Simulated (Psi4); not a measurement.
A dimer, HF ··· H4Ge (SMILES F and [GeH4]); the first 2 atoms form monomer A.

```
7

F      0.4622     0.0000     0.0000
H     -0.4622     0.0000     0.0000
Ge     3.7623    -0.4940    -1.2655
H      3.3459    -0.0263     0.1369
H      5.1426     0.0850    -1.6094
H      3.8289    -2.0282    -1.2947
H      2.7317    -0.0067    -2.2947
```

**Question.** What interaction energy does Psi4 1.11 with SAPT0/jun-cc-pVDZ, frozen core give, and which attractive term is the largest?

**Answer.** Total -0.46 kJ/mol: electrostatics -1.99, exchange 3.84, induction -0.74, dispersion -1.56. The most attractive term is electrostatics.
